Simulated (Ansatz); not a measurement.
Process, species as SMILES: Cl[Te](Cl)(Cl)Cl → Cl[Te](Cl)Cl + Cl atom (the Cl-Te bond at the site shown breaks; other sites are not compared here)
Each molecule is optimised on its own at B3LYP-D3(BJ)/def2-TZVP (Ansatz, an electronic-structure program). Frequencies are from Ansatz.

Quantity: bond dissociation energy (0 K, with B3LYP-D3(BJ) harmonic zero-point energies), in kJ/mol. Cores are frozen in the correlated levels unless marked. Open shells are spin-unrestricted. Spin-orbit coupling is left out. Frozen are the shells of the preceding noble gas and the d and f shells that filled before the atom's block. Past Kr the def2 sets carry scalar-relativistic core potentials. CBS(X,Y): correlation extrapolated as X^-3; Hartree-Fock from the larger set. [CCSD(T)-MP2]/basis is that difference in the basis named.

```csv
level,program,bond dissociation energy (kJ/mol)
PBE0/def2-SVP,Ansatz,221.5
PBE0-D3(BJ)/def2-TZVP,Ansatz + dftd3,247.0
LC-wPBE-D4/def2-TZVPD,Ansatz + dftd4,236.7
wB97M-V/def2-TZVPD,Ansatz,[?]
wB97X-V/def2-TZVPD,Ansatz,242.6
B2PLYP-D3(BJ)/def2-TZVPD,Ansatz + dftd3,[?]
SCS-MP2/def2-SVPD,Ansatz,209.1
SCS-MP2/def2-TZVPP,Ansatz,241.4
CCSD/def2-SVPD,Ansatz,[?]
"RI-MP2/CBS(def2-TZVPPD,def2-QZVPPD)+[CCSD(T)-MP2]/def2-TZVPPD",Ansatz,[?]
```

**Question.** Some entries are withheld; supply them.

**Answer.** 
- wB97M-V/def2-TZVPD, bond dissociation energy (kJ/mol): 244.0
- B2PLYP-D3(BJ)/def2-TZVPD, bond dissociation energy (kJ/mol): 238.1
- CCSD/def2-SVPD, bond dissociation energy (kJ/mol): 189.7
- RI-MP2/CBS(def2-TZVPPD,def2-QZVPPD)+[CCSD(T)-MP2]/def2-TZVPPD, bond dissociation energy (kJ/mol): 254.8
